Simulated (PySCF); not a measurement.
Br²⁺: ionisation energy

Br²⁺ [Ar] 3d10 4s2 4p3 (4S) → Br³⁺ [Ar] 3d10 4s2 4p2 (3P), as a difference of total energies. All numbers are calculated (PySCF 2.14, scalar relativity through the core potential, in aug-cc-pVDZ-PP with ECP10MDF (5s4p3d, 32 functions)). Correlated levels: valence: 3s2 3p6 3d10 frozen. The calculations carry no spin-orbit coupling.

```tsv
method	ionisation energy (eV)
UHF	34.625
LDA	35.187
PBE	35.028
r2SCAN	35.395
TPSSh	35.145
M06-2X	34.909
B2PLYP	34.978
PBEsol	35.052
SCS-MP2 (valence)	34.861
```

Task: Estimate what PBE0 gives.

Result: 35.155 eV, closest to TPSSh among the rows shown.

Task: Estimate what MP2 (valence) gives.

Result: 34.984 eV, closest to B2PLYP among the rows shown.

The reference lies between the lowest fine-structure levels, while these numbers refer to the centres of the terms.

Errors of the correlated levels include the incompleteness of this basis and the frozen core.

For comparison: 34.871 ± 0.019 eV (measured; NIST Atomic Spectra Database, ionization energies).
